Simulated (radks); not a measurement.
Trend from Lu2+ to Hg2+: ionisation energy by Delta-SCF between NIST ground configurations, and size. All-electron calculation, Dirac Kohn-Sham, PBE, spin-unpolarised, spherical densities, finite nucleus; open shells are shared between the two j in proportion to 2j + 1; Fermi nuclear charge, rms radius of each element as measured or else 0.836 A^(1/3) + 0.57 fm. Program: a radial shooting solver on a logarithmic mesh with Libxc functionals.

species,configuration,IE (eV),NIST (eV),kind,-e(HOMO) (eV),outermost,<r> outermost (bohr),r at 0.001 e/bohr^3 (bohr)
Lu2+,[Xe] 4f14 6s1,21.064,20.959,exp.,17.574 (6s1/2),6s1/2,3.06,4.05
Hf2+,[Xe] 4f14 5d2,21.784,22.55,theory,16.468 (5d5/2),5d5/2,2.14,3.72
Ta2+,[Xe] 4f14 5d3,23.593,23,theory,18.026 (5d5/2),5d5/2,2.01,3.76
W2+,[Xe] 4f14 5d4,25.372,26.0,semi-emp.,19.542 (5d5/2),5d5/2,1.90,3.75
Re2+,[Xe] 4f14 5d5,27.120,27,theory,21.019 (5d5/2),5d5/2,1.81,3.72
Os2+,[Xe] 4f14 5d6,28.840,25,theory,22.464 (5d5/2),5d5/2,1.72,3.67
Ir2+,[Xe] 4f14 5d7,30.537,28,theory,23.882 (5d5/2),5d5/2,1.65,3.62
Pt2+,[Xe] 4f14 5d8,32.215,29,theory,25.279 (5d5/2),5d5/2,1.58,3.57
Au2+,[Xe] 4f14 5d9,33.879,30,theory,26.658 (5d5/2),5d5/2,1.52,3.51
Hg2+,[Xe] 4f14 5d10,35.531,34.49,exp.,28.022 (5d5/2),5d5/2,1.47,3.46

Reference values: NIST Atomic Spectra Database (exp. = measured, semi-emp. = semi-empirical, theory = theoretical value adopted there). Spin polarisation and multiplet splitting are left out, so open shells lie too high by an amount that depends on their filling. Sharing an open shell by 2j + 1 raises it above the true ground level by a part of the spin-orbit splitting, which enters the differences from NIST.

Beside tabulated values, note that spin-unpolarised runs miss the spin-polarisation part of the exchange energy of open shells.
